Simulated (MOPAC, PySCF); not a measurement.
Ligands exchanged one at a time, In Cl-CH3. All species are isolated molecules in the gas phase. Strings in code marks are SMILES.

Quantity: redistribution energy (mixed species minus the weighted end members), in kcal/mol. Semi-empirical values (MOPAC) are differences of heats of formation.

Level 1: B3LYP/6-311+G** (LANL2DZ on In) // PBE-D3(BJ)/def2-TZVP (PySCF)
Level 2: PBE/6-31G* (LANL2DZ on In) // PBE-D3(BJ)/def2-TZVP (PySCF)
Level 3: frozen-core MP2/6-31G* (LANL2DZ on In) // PBE-D3(BJ)/def2-TZVP (PySCF)
Level 4: PM6 // PBE-D3(BJ)/def2-TZVP (MOPAC)

| species | level 1 | level 2 | level 3 | level 4 |
|---|---|---|---|---|
| 2 of 3 Cl replaced by CH3: `[CH3][In]([CH3])[Cl]` | -7.92 | -8.77 | -8.34 | -6.03 |
| 1 of 3 Cl replaced by CH3: `[Cl][In]([Cl])[CH3]` | -7.92 | -9.00 | -8.79 | -5.12 |
